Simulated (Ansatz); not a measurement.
Coupled-cluster run, CH2F2SSi, SMILES `F[Si]1(F)CS1`.

```yaml
crystal:
  periodic: [false, false, false]
  atoms:
    - {symbol: F, position_ang: [-0.217994, -2.140569, 0.248751]}
    - {symbol: Si, position_ang: [0.446852, -0.713657, 0.166427]}
    - {symbol: F, position_ang: [1.649141, -0.748713, 1.185327]}
    - {symbol: C, position_ang: [-0.539526, 0.776117, -0.081362]}
    - {symbol: S, position_ang: [0.563607, 0.313302, -1.592685]}
    - {symbol: H, position_ang: [-0.244732, 1.726499, 0.352861]}
    - {symbol: H, position_ang: [-1.595949, 0.719120, -0.325120]}
basis:
  gaussian: {orbitals: def2-SVP}
correlation: {method: ccsd_t}
```

```sh
$ ansatz run in.yaml --threads 2 --pin off --events-out ev --progress --plain --max-ram 4352MiB
```

Output of Ansatz, abridged:

```
Functional definition: HF
830 factors; integrals over basis functions are off by at most 6.6e-4 eV
mean field evaluation 1: about -25143.1488 eV, gradient 3.4e1 eV
mean field evaluation 2: about -25143.1522 eV, gradient 3.4e1 eV
mean field evaluation 4: about -25145.4064 eV, gradient 2.5e0 eV
mean field evaluation 8: about -25145.4286 eV, gradient 1.5e-4 eV
mean field -25145.42864939 eV, -924.0774586813 hartree, gradient 2.6e-6 eV, S^2 0.000000; 0 other end points of the search recorded, 0 dependent functions left out
13 core orbitals not correlated: weight in the atoms' cores, before any rotation towards them, 1.000 or more for the frozen orbitals, at most 0.000 for the correlated occupied ones
reference -25145.42864939 eV, -924.0774586813 hartree; 15, 15 occupied and 60, 60 virtual orbitals, 830 factors
second order -19.57825103 eV of doubles, -0.00000000 eV of singles
cycle   1  -19.83038096 eV  change   -2.5e-1 eV  update   1.0e-1
cycle   2  -20.26497523 eV  change   -4.3e-1 eV  update   2.9e-2
cycle   3  -20.37724969 eV  change   -1.1e-1 eV  update   1.4e-2
cycle   4  -20.37326208 eV  change    4.0e-3 eV  update   2.8e-3
cycle   5  -20.37175667 eV  change    1.5e-3 eV  update   1.1e-3
cycle   6  -20.37200022 eV  change   -2.4e-4 eV  update   3.4e-4
cycle   7  -20.37187485 eV  change    1.3e-4 eV  update   1.2e-4
cycle   8  -20.37183113 eV  change    4.4e-5 eV  update   4.9e-5
cycle   9  -20.37184459 eV  change   -1.3e-5 eV  update   2.0e-5
perturbative correction -0.50177679 eV, -0.0184399568 hartree
Total energy: -25166.30227076 eV, -924.8445501181 hartree
```

It took 2.1 s on 2 threads of an Intel Xeon Platinum 8559C on a shared host, with 0.29 GiB of host memory at the peak.

The correlation energy is -20.874 eV, 2.4 % of it from (T); the T1 diagnostic reads 0.0121.
